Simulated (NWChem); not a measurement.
**Total energies of HCl2Ge**

```xyz
4

Cl    -0.5506    -0.3191     1.7539
Ge     0.5255     0.3509     0.0000
Cl    -0.5506    -0.3191    -1.7539
H      1.9033    -0.3765     0.0000
```
Charge 0, spin multiplicity 2.

The numbers come from NWChem runs, not from measurements. All single points use one geometry, from UPBE0/def2-SVP, a minimum by its harmonic frequencies.

Basis set: def2-SVP (73 functions).

```
method        total energy (Ha)  relative cost
------------  -----------------  -------------
UHF                 -2994.45185              1
UMP2                -2994.92201        under 3
UB2PLYP             -2996.82348        under 3
UPBE                -2996.80493        under 3
UB3LYP              -2997.56933        under 3
ULDA (SVWN5)        -2991.37443        under 3
```

Total energies of different functionals aren't comparable as a measure of quality: only differences taken within one method are. The cost column gives rough processor time relative to UHF; each entry includes its own SCF.

The Hamiltonian is non-relativistic. The correlated methods keep 19 core orbitals frozen. B3LYP has NWChem's definition, with VWN1-RPA local correlation. The structure started from a generated list of species. The unpaired electrons of the parent sit in orbitals of symmetry a' (Cs labels of the run); other states weren't searched. The stability of the SCF solutions was not checked. Open-shell Hartree-Fock references start from PBE0 orbitals; any time given for them includes that run.
